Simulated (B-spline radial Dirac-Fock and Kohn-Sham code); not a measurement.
**Dipole and non-dipole photoemission parameters of Pr 4d5/2**

System: atomic praseodymium, configuration [Xe] 4f3 6s2; threshold 115.1 eV (tabulated edge). Level of theory: Dirac-Hartree-Slater photoionisation with a Latter tail; cross sections with all multipoles, angular parameters from the dipole term and its interference with E2; a radial B-spline solver.

For linearly polarised light dσ/dΩ = σ/(4π) [1 + β P₂(cos θ) + (δ + γ cos²θ) sin θ cos φ], with θ from the polarisation vector and φ the angle between the beam and the projection of the electron momentum on the plane normal to the polarisation.

| hν (eV) | σ (kb) | β | γ | δ |
| --- | --- | --- | --- | --- |
| 176 | 246 | 0.149 | -0.451 | 0.111 |
| 198 | 265 | -0.906 | -0.379 | 0.160 |
| 200 | 271 | -0.925 | -0.359 | 0.159 |
| 300 | 520 | 0.151 | 0.132 | 0.048 |
| 302 | 522 | 0.167 | 0.134 | 0.047 |
| 344 | 534 | 0.442 | 0.138 | 0.025 |
| 530 | ? | ? | ? | ? |
| 646 | 308 | 1.132 | -0.021 | 0.002 |
| 786 | 225 | 1.229 | -0.037 | 0.006 |
| 1080 | 123 | 1.319 | 0.002 | 0.016 |
| 1210 | 96.1 | 1.335 | 0.034 | 0.020 |
| 1486.9 | 60.0 | 1.344 | 0.117 | 0.028 |
| 2000 | 28.7 | 1.323 | 0.282 | 0.043 |
| 2200 | 22.3 | 1.308 | 0.344 | 0.049 |
| 2230 | 21.5 | 1.306 | 0.354 | 0.049 |
| 2320 | 19.4 | 1.298 | 0.381 | 0.052 |
| 2780 | 11.7 | 1.259 | 0.511 | 0.065 |
| 4000 | 4.03 | 1.156 | 0.801 | 0.099 |
| 5414.7 | 1.55 | 1.051 | 1.055 | 0.141 |
| 6590 | 0.812 | 0.978 | 1.219 | 0.176 |
| 7900 | 0.438 | 0.908 | 1.368 | 0.214 |
| 8047.8 | 0.411 | 0.901 | 1.383 | 0.218 |
| 8360 | 0.360 | 0.886 | 1.414 | 0.227 |
| 11200 | 0.127 | 0.773 | 1.641 | 0.307 |
| 12700 | 0.0800 | 0.724 | 1.730 | 0.348 |
| 15000 | 0.0430 | 0.661 | 1.840 | 0.408 |

Problem. Give the values at 530 eV.

Solution. σ = 400 kb, β = 0.991, γ = 0.023, δ = 0.001.

Values without a named source are computed, but for edge energies of neutral atoms, which are taken from tables.
